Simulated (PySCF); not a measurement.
Computed shifts of a molecule C3H2F4, PBE/pcSseg-1 (PySCF), GIAO, gas phase, atoms alike by connectivity averaged where their shifts nearly agree, in ppm (number of nuclei): ¹⁹F: -98.6 (3), -124.9 (1). ¹³C: 168.2 (1), 137.9 (1), 110.9 (1). ¹H: 7.61 (1), 5.77 (1). References: ¹⁹F against CFCl3 (σ = 133.6 ppm); ¹³C against TMS (σ = 182.0 ppm); ¹H against TMS (σ = 31.49 ppm), references at their B3LYP-D3(BJ)/def2-TZVP geometries, non-relativistic. Geometry: B3LYP-D3(BJ)/def2-SVP. Other conformers were not sampled.

**Question.** Pick the molecule that these values belong to.
(A) F/C=C/C(F)(F)F
(B) FC(F)=CC(F)F
(C) FC1(F)CC1(F)F
(D) F[C@H]1[C@H](F)C1(F)F

**Answer.** A, F/C=C/C(F)(F)F
